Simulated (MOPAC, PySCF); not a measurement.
C₃H₇NO, SMILES `CN(C)C=O` (C–N–C–O torsion 0°), neutral singlet in the gas phase. 

Z-matrix (Å, degrees):
```
N
C 1 1.3525
O 2 1.2102 1 125.73
H 2 1.1066 3 122.49 1 -179.99
C 1 1.4359 2 121.70 4 0.02
H 5 1.0908 1 109.62 2 -0.18
H 5 1.0953 6 108.37 1 121.43
H 5 1.0953 6 108.39 7 117.12
C 1 1.4390 2 120.33 4 179.96
H 9 1.0884 1 108.20 2 -0.06
H 9 1.0947 10 109.41 1 -120.71
H 9 1.0947 10 109.42 11 -118.60
```
Charge 0, multiplicity 1.

All levels are single points at this geometry (PBE0-D3(BJ)/def2-TZVP); Pople sets use spherical d functions. Orbital energies aren't observables, and empty levels follow the basis.

SVWN5/6-31G* in PySCF gives dipole (D) = 3.77.

Problem. Estimate the dipole (D) from each of these levels: PBE-D3(BJ)/def2-TZVP in PySCF; TPSSh-D3(BJ)/def2-TZVP in PySCF; B3LYP/3-21G in PySCF; HF/3-21G in PySCF; HF/STO-3G in PySCF; AM1 in MOPAC; PM3 in MOPAC; PM6 in MOPAC.

Solution. 
```
level                            dipole (D)
-------------------------------  ----------
PBE-D3(BJ)/def2-TZVP in PySCF          3.89
TPSSh-D3(BJ)/def2-TZVP in PySCF        3.97
B3LYP/3-21G in PySCF                   3.64
HF/3-21G in PySCF                      4.03
HF/STO-3G in PySCF                     2.72
AM1 in MOPAC                           3.48
PM3 in MOPAC                           3.56
PM6 in MOPAC                           4.68
```
